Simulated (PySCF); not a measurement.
Geometry (Å), atoms numbered from 1 in this order:
```xyz
5

Mo   -0.005    0.001    0.003
S    -0.006   -0.090    2.091
S     1.984    0.016   -0.628
Cl   -0.984    1.914   -0.649
Cl   -0.989   -1.841   -0.817
```

Geometry: PBE0-D3(BJ)/def2-SVP; GIAO absolute shieldings from PySCF 2.14.0 with density-fitted response routines, gas phase, scalar relativity only through the core potential, averaged over equivalent atoms.

At wB97X-D/pcSseg-1 (def2-TZVP on Mo) (136 basis functions, 12 s wall time on 1 thread of an x86-64 server CPU, shared host):
```json
{"atoms": "S2/S3", "σ (ppm)": "-1252.8"}
{"atoms": "Cl4/Cl5", "σ (ppm)": "503.4"}
```

Question: Predict the values at PBE0/pcSseg-1 (def2-TZVP on Mo) on the same geometry.

Answer: 
| atoms | σ at PBE0/pcSseg-1 (def2-TZVP on Mo) | change |
| --- | --- | --- |
| S2/S3 | -1109.0 | +143.8 |
| Cl4/Cl5 | 441.7 | -61.7 |

The largest change is at S2/S3 (sulfur bonded to Mo). Cost: 136 basis functions, 8.2 s wall time on 1 thread of an x86-64 server CPU, shared host.

Mo is described by an effective core potential, so it has no shielding of its own here; spin–orbit effects on the atoms bonded to it, which can be large, are absent, and the values of these neighbours are rough.
